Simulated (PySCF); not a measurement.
H2BrFInN (SMILES [NH2][In]([F])[Br]), singlet, geometry from GFN2-xTB (such geometries of metal compounds can be far from the true shape) (core potentials on In); PySCF with DF-PBE/def2-TZVP.

PySCF was given this input:
```python
from pyscf import gto, scf, dft

mol = gto.Mole()
mol.atom = '''
    In    0.09045117   -0.57720066    0.27565930
    F    -1.28105542   -1.90294288   -0.21453577
    Br   -0.17017913    1.63929042   -0.77719992
    N     1.35355734   -1.23978456    1.75621352
    H     2.32291906   -1.03621881    1.53021888
    H     1.25584094   -2.25113528    1.80179957
'''
mol.basis = 'def2-tzvp'
mol.ecp = {'In': 'def2-tzvp'}
mol.verbose = 4
mol.max_memory = 1800
mol.build()

mf = dft.RKS(mol)
mf.xc = 'pbe'
mf = mf.density_fit(auxbasis='def2-universal-jkfit')
mf.kernel()
```

Output, abridged:

```
PySCF version 2.14.0

[INPUT] verbose = 4
[INPUT] num. atoms = 6
[INPUT] num. electrons = 74
[INPUT] charge = 0
[INPUT] spin (= nelec alpha-beta = 2S) = 0
[INPUT] symmetry False subgroup None
[INPUT] Mole.unit = angstrom
[INPUT] Symbol           X                Y                Z      unit          X                Y                Z       unit  Magmom
[INPUT]  1 In     0.090451170000  -0.577200660000   0.275659300000 AA    0.170927938946  -1.090751166318   0.520920580689 Bohr   0.0
[INPUT]  2 F     -1.281055420000  -1.902942880000  -0.214535770000 AA   -2.420843894190  -3.596040873891  -0.405413849223 Bohr   0.0
[INPUT]  3 Br    -0.170179130000   1.639290420000  -0.777199920000 AA   -0.321591947817   3.097809932423  -1.468694992834 Bohr   0.0
[INPUT]  4 N      1.353557340000  -1.239784560000   1.756213520000 AA    2.557852666495  -2.342853271864   3.318762569058 Bohr   0.0
[INPUT]  5 H      2.322919060000  -1.036218810000   1.530218880000 AA    4.389680832932  -1.958169756023   2.891694593839 Bohr   0.0
[INPUT]  6 H      1.255840940000  -2.251135280000   1.801799570000 AA    2.373195432616  -4.254029148546   3.404907718659 Bohr   0.0

nuclear repulsion = 358.929542757402
number of shells = 62
number of NR pGTOs = 302
number of NR cGTOs = 172
basis = def2-tzvp
ecp = {'In': 'def2-tzvp'}

******** <class 'pyscf.df.df_jk.DFRKS'> ********
method = DFRKS
initial guess = minao
damping factor = 0
level_shift factor = 0
DIIS = <class 'pyscf.scf.diis.CDIIS'>
diis_start_cycle = 1
diis_space = 8
diis_damp = 0
SCF conv_tol = 1e-09
SCF conv_tol_grad = None
SCF max_cycles = 50
direct_scf = False
XC library pyscf.dft.libxc version 7.1.2
    S. Lehtola, C. Steigemann, M. J. T. Oliveira, and M. A. L. Marques,  SoftwareX 7, 1–5 (2018)
XC functionals = pbe
    J. P. Perdew, K. Burke, and M. Ernzerhof,  Phys. Rev. Lett. 77, 3865 (1996)
    J. P. Perdew, K. Burke, and M. Ernzerhof,  Phys. Rev. Lett. 78, 1396 (1997)
    J. P. Perdew, K. Burke, and M. Ernzerhof,  Phys. Rev. Lett. 77, 3865 (1996)
    J. P. Perdew, K. Burke, and M. Ernzerhof,  Phys. Rev. Lett. 78, 1396 (1997)
radial grids:
    Treutler-Ahlrichs [JCP 102, 346 (1995); DOI:10.1063/1.469408] (M4) radial grids

becke partition: Becke, JCP 88, 2547 (1988); DOI:10.1063/1.454033
pruning grids: <function nwchem_prune>
grids dens level: 3
symmetrized grids: False
atomic radii adjust function: <function treutler_atomic_radii_adjust>
small_rho_cutoff = 0
Set gradient conv threshold to 3.16228e-05
Initial guess from minao.
tot grids = 90080
init E= -2886.12531254218
  HOMO = -0.541816394307345  LUMO = -0.501322575670622  gap/eV = 1.10189
cycle= 1 E= -2918.1134449992  delta_E=  -32  |g|= 2.72  |ddm|= 45.5
  HOMO = 0.0669386133146661  LUMO = 0.0704377779016339  gap/eV = 0.09522
cycle= 2 E= -2881.34521847241  delta_E= 36.8  |g|=   12  |ddm|= 20.2
  HOMO = -0.22378141862718  LUMO = -0.0851588946916403  gap/eV = 3.77211
cycle= 3 E= -2919.36569795276  delta_E=  -38  |g|= 1.28  |ddm|=   18
  HOMO = -0.229075363476027  LUMO = -0.101191666470757  gap/eV = 3.47989
cycle= 4 E= -2919.62196006078  delta_E= -0.256  |g|= 0.705  |ddm|= 1.63
  HOMO = -0.217397326515213  LUMO = -0.106445872332138  gap/eV = 3.01914
cycle= 5 E= -2919.67719620982  delta_E= -0.0552  |g|= 0.395  |ddm|= 0.784
  HOMO = -0.261178104207101  LUMO = -0.121313998570447  gap/eV = 3.80590
cycle= 6 E= -2919.70473555076  delta_E= -0.0275  |g|= 0.166  |ddm|= 0.44
  HOMO = -0.252777908105038  LUMO = -0.122908195529078  gap/eV = 3.53393
cycle= 7 E= -2919.7101236308  delta_E= -0.00539  |g|= 0.0425  |ddm|= 0.198
  HOMO = -0.255579946145481  LUMO = -0.123252121557508  gap/eV = 3.60082
cycle= 8 E= -2919.71047174607  delta_E= -0.000348  |g|= 0.0201  |ddm|= 0.0644
  HOMO = -0.253338118359766  LUMO = -0.122543725487095  gap/eV = 3.55910
cycle= 9 E= -2919.7105483999  delta_E= -7.67e-05  |g|= 0.00601  |ddm|= 0.025
  HOMO = -0.253549115220124  LUMO = -0.122384794737327  gap/eV = 3.56916
cycle= 10 E= -2919.71056070972  delta_E= -1.23e-05  |g|= 0.000826  |ddm|= 0.00802
  HOMO = -0.253601273813975  LUMO = -0.122441413018259  gap/eV = 3.56904
cycle= 11 E= -2919.71056084027  delta_E= -1.31e-07  |g|= 0.000261  |ddm|= 0.000927
  HOMO = -0.253603380856064  LUMO = -0.122440251327898  gap/eV = 3.56913
cycle= 12 E= -2919.71056085278  delta_E= -1.25e-08  |g|= 3.57e-05  |ddm|= 0.000187
  HOMO = -0.253607030245654  LUMO = -0.122442861779731  gap/eV = 3.56916
cycle= 13 E= -2919.7105608531  delta_E= -3.13e-10  |g|= 1.1e-05  |ddm|= 4.24e-05
  HOMO = -0.253607672914615  LUMO = -0.12244148208394  gap/eV = 3.56921
Extra cycle  E= -2919.71056085306  delta_E= 3.91e-11  |g|= 1.72e-05  |ddm|= 3.39e-05
converged SCF energy = -2919.71056085306
```
